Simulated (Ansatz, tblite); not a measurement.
Cost and result up the ladder for (I2In-mu-H)3 (In3H3I6) (12 atoms). Total charge 0; singlet. Geometry: PBE-D4/def2-SVP.

Cartesian coordinates in Å:
```
In 0.4337 0.1187 2.0088
I 0.0515 -1.5433 4.0812
I 1.5811 2.5474 2.0556
H -1.2240 0.3340 1.0920
In -1.8425 0.6588 -0.6853
I -3.5538 -1.3255 -1.2704
I -2.2460 3.2966 -0.9549
H -0.1726 0.2481 -1.5119
In 1.3885 -0.8289 -1.2957
I 0.7842 -3.3058 -2.1408
I 3.5116 0.6582 -1.9905
H 1.2883 -0.8582 0.6119
```

Ansatz on 2 threads of AMD EPYC 7R13 on a shared host and a share (18 GiB) of an NVIDIA H100 80GB HBM3; xTB runs through tblite on one thread. Times are rough, summed over both states, and most runs start from the orbitals of an earlier one. PBE0-D4/def2-TZVP serves as the yardstick here, not as an exact answer. The other state is a triplet.

In the def2 sets I, In take a core potential; there is no spin–orbit coupling. The xTB rows come from tblite. Single mean-field runs in def2-TZVP are fitted with def2-universal-jkfit. HOMO above LUMO, or a gap near zero within one spin, warns that the state may not be the lowest or that an electron is smeared out.

Run but left out: PBE-D4/def2-TZVP (triplet: an occupied level 0.01 eV above an empty one).

xTB has no spin-polarisation term.

```tsv
level	functions	wall time
GFN1-xTB	87	0.07 s
GFN2-xTB	84	0.12 s
PBE0-D4/def2-TZVP	468	16 s
r2SCAN-D4/def2-TZVP (with forces)	468	28 s
```

Problem. Estimate what each level gives for the vertical triplet (eV).

Solution. 
```json
{"level": "GFN1-xTB", "vertical triplet (eV)": "3.23", "difference from PBE0-D4/def2-TZVP (eV)": "0.08", "remarks": "–"}
{"level": "GFN2-xTB", "vertical triplet (eV)": "2.73", "difference from PBE0-D4/def2-TZVP (eV)": "-0.43", "remarks": "–"}
{"level": "PBE0-D4/def2-TZVP", "vertical triplet (eV)": "3.15", "difference from PBE0-D4/def2-TZVP (eV)": "0.00", "remarks": "–"}
{"level": "r2SCAN-D4/def2-TZVP (with forces)", "vertical triplet (eV)": "2.78", "difference from PBE0-D4/def2-TZVP (eV)": "-0.37", "remarks": "gap within one spin near zero (triplet)"}
```
